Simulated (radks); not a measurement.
The numbers below are computed, except where a source is named.
Tl II, configuration [Kr] 4d10 4f14 5s2 5p5 5d10 6s2 7s1 (not the ground configuration).

Level of theory: scalar-relativistic Kohn-Sham, r2SCAN, spin-polarised, spherical densities, finite nucleus; open shells are filled with parallel spins first (spin-orbit coupling, left out, can overturn this in heavy ions); meta-GGA in the generalised Kohn-Sham scheme; Fermi nuclear charge, rms radius 5.4759 fm (a radial shooting solver on a logarithmic mesh with Libxc functionals).

Energy parts (Ry):
part                        energy
total                  -40479.4635
kinetic                 45568.0506
electron-nucleus      -100821.9077
Hartree                 15530.4985
exchange-correlation     -756.1049

Orbitals (lengths in bohr, moments of r in powers of bohr; r(max) is where P^2 peaks):
orbital  occ.  eigenvalue (Ry)   r(max)   <1/r>       <r^4>
1s up       1        -6299.414  0.01003   99.39   3.762e-07
1s down     1        -6299.396  0.01003   99.39   3.762e-07
2s up       1        -1125.025  0.05812   23.35  0.00005454
2s down     1        -1125.020  0.05812   23.35  0.00005454
2p up       3        -967.8672  0.04832   20.60  0.00004495
2p down     3        -967.8551  0.04832   20.59  0.00004495
3s up       1        -270.5062   0.1638   8.666    0.001956
3s down     1        -270.5002   0.1638   8.666    0.001956
3p up       3        -225.0754   0.1637   7.858    0.002175
3p down     3        -225.0669   0.1637   7.858    0.002174
3d up       5        -177.8500   0.1335   7.372    0.001675
3d down     5        -177.8399   0.1335   7.372    0.001675
4s up       1        -62.02114   0.3689   3.717     0.04306
4s down     1        -62.00215   0.3689   3.717     0.04304
4p up       3        -47.06366   0.3887   3.351     0.05767
4p down     3        -47.04555   0.3888   3.351     0.05759
4d up       5        -29.42397   0.3954   3.008     0.07846
4d down     5        -29.40293   0.3954   3.009     0.07820
4f up       7         -9.93953   0.3589   2.606      0.1361
4f down     7         -9.91233   0.3589   2.608      0.1349
5s up       1        -11.23199   0.8077   1.550       1.065
5s down     1        -11.11234   0.8070   1.550       1.070
5p up       3         -7.11317   0.9011   1.331       1.888
5p down     2         -7.00372   0.9015   1.328       1.914
5d up       5         -2.41739    1.093  0.9963       6.737
5d down     5         -2.34573    1.098  0.9869       7.099
6s up       1         -1.61412    1.947  0.5818       46.43
6s down     1         -1.61556    1.962  0.5769       46.12
6p up       0         -0.86385    2.444  0.4295       171.2
6p down     0         -0.85592    2.438  0.4450       128.2
6d up       0         -0.31962    5.042  0.2168        1739
7s up       1         -0.45792    5.182  0.2217        1609

The highest occupied level is 7s up at -6.230 eV. The configuration is held as typed, so some empty levels lie below it. Spin moment in Bohr magnetons: 2.
